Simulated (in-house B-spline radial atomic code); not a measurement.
Re²⁺. Computed with a B-spline radial atomic code. Model: non-relativistic spherical atom: semilocal Troullier-Martins pseudo-atom, one channel per l, against all electrons, high spin, G0W0 and RPA with empty states to l = 8, local potential for every l without a channel, a model core (radius 0 = none) keeps its share of the functional.

Without relativity these are model numbers for so heavy an element.

What the tables leave out is listed at the end.

The pseudopotential gives back the lowest level of each angular momentum of its own functional in the configuration it was made in; a second state of the same l is only approximately right. Exact exchange, RPA and GW see the smooth pseudo-orbitals and miss the exchange with the core, for which the functional's share stands in. The column with an uncorrelated core keeps all orbitals and exact exchange, and so separates missing core correlation from pseudisation. Only the three outermost levels and the lowest empty one were computed. RPA here is direct RPA, with no exchange kernel, and its energies carry an (l + 1/2)⁻⁴ tail. A hybrid on a potential with a model core restores only its own semilocal share of the core's exchange.

Command:
```bash
python run_psgw.py task.json out
```
Settings (lengths in bohr, energies in hartree):
```
Z                      75
electrons              73
configuration          [Xe] 4f14 5d5
generated_in           [Xe] 4f14 5d5 6s2
functional             pbe,pbe
core_shells            10
radius_factor          0.8
core_correction        False
```

Time taken, with all properties: 60 s on 1 thread of Arm Neoverse N1, on a shared host.

Given: made with PBE; model core radius 0 bohr; local radius 1.098 bohr; mean-field start PBE0.

Valence shells of the generating configuration: 4f, 5p, 5d, 6s.

Channel: s 2.275, p 0.89, d 1.11, f 1.112 (radii in bohr).

Computed: largest level miss in the spin-unpolarised generating configuration 0.001 eV; valence RPA correlation energy all-electron orbitals -1.6864 hartree; valence RPA correlation energy pseudo -2.6274 hartree; all-electron RPA polarisability, core included 8.0611 bohr³.

```tsv
level	occupied	mean-field all-electron (eV)	mean-field pseudo minus all (eV)	G0W0 all-electron (eV)	G0W0 uncorrelated core minus all (eV)	G0W0 pseudo minus all (eV)	exchange self-energy all-electron (eV)	exchange self-energy pseudo (eV)
5d up	1	-25.016	-0.054	-29.444	-0.065	0.32	-29.351	-26.47
5p down	1	-60.018	1.117	-64.945	-0.815	1.579	-38.271	-28.313
5d down (empty)	0	-18.039	0.167	-15.057	0.05	0.19	-10.749	-7.8932
```

Q: What is the pseudo-atom RPA polarisability?

A: 8.0765 bohr³.

Given: mean-field start Hartree-Fock.

Computed: valence RPA correlation energy pseudo -2.4406 hartree; all-electron RPA polarisability, core included 6.0862 bohr³; pseudo-atom RPA polarisability 5.8885 bohr³.

| level | occupied | mean-field all-electron (eV) | mean-field pseudo minus all (eV) | G0W0 all-electron (eV) | G0W0 uncorrelated core minus all (eV) | G0W0 pseudo minus all (eV) | exchange self-energy all-electron (eV) | exchange self-energy pseudo (eV) |
| --- | --- | --- | --- | --- | --- | --- | --- | --- |
| 5d up | 1 | -29.302 | -0.437 | -29.67 | -0.055 | 0.166 | -29.541 | -27.511 |
| 5p down | 1 | -65.206 | 3.451 | -65.299 | -0.733 | 1.525 | -37.821 | -28.146 |
| 6s up (empty) | 0 | -13.488 | -2.104 | -14.574 | -0.014 | -1.421 | -3.5534 | -6.7529 |

Q: What is the valence RPA correlation energy all-electron orbitals?

A: -1.5245 hartree.

Among the listed levels the largest G0W0 shift of the pseudo-atom is +1.58 eV, for 5p down on the PBE0 start, while leaving the core uncorrelated moves that level by -0.81 eV. So pseudisation and the lost core exchange, not the missing core correlation, make the error. Not in the tables (levels of low weight, unsolved or above zero; the highest and the empty levels are kept at any weight): on PBE, a start not tabulated, the G0W0 levels 5d up (pseudo minus all +0.29 eV, weights 0.35 and 0.19), 5p down (pseudo minus all +2.52 eV, weights 0.30 and 0.84), 5p up (pseudo minus all +0.60 eV, weights 0.07 and 0.05), 5d down (pseudo minus all +0.04 eV, weights 0.68 and 0.76); on PBE0 the G0W0 levels 5p up (pseudo minus all +2.84 eV, weights 0.39 and 0.06); on Hartree-Fock the G0W0 levels 5p up (pseudo minus all +1.63 eV, weights -0.00 and 0.58).
